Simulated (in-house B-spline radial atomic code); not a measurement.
**Ionising Fe3+ with different functionals**

Computed with a B-spline radial code for spherical atoms: non-relativistic Hamiltonian, point nucleus, spin-polarised at highest spin, spherical fractional occupations for the functionals, and exact exchange of hybrids averaged over the configuration. The ionisation energy is the difference of two self-consistent energies, [Ar] 3d5 → [Ar] 3d4, without Breit or QED terms; ε is the level of the shell that loses the electron (its least bound occupied spin orbital).

| method | rung | ΔSCF (eV) | -ε(3d) (eV) |
| --- | --- | --- | --- |
| PBE0 | global hybrid | 55.30 | 48.40 |
| B3LYP | global hybrid | 55.32 | 47.79 |
| TPSSh | global hybrid | 55.27 | 46.55 |
| M06-2X | global hybrid | 54.70 | 51.30 |
| BHandHLYP | global hybrid | 55.08 | 51.19 |
| r2SCAN0 | global hybrid | 55.69 | 48.82 |
| B97-1 | global hybrid | 55.11 | 47.71 |
| HSE06 | range-separated hybrid | 55.26 | 47.94 |
| wB97X | range-separated hybrid | 54.85 | 50.45 |
| CAM-B3LYP | range-separated hybrid | 55.29 | 49.79 |
| LC-wPBE | range-separated hybrid | 55.31 | 50.85 |

Task: Among the functionals, which spreads more, the ΔSCF values or the orbital energies?

Result: The orbital energies: ΔSCF values span about 1.00 eV and the orbital energies 4.75 eV; here energy differences depend much less on the functional than eigenvalues do.

Task: How do they compare with the NIST value?

Result: NIST lists 54.91 eV ± 0.04 (measured, ground level to ground level). Errors run from -0.21 to +0.78 eV; wB97X is closest (-0.06 eV), but part of that can be cancellation, since the calculations leave out relativity, Breit-QED terms, multiplet and fine-structure energies.
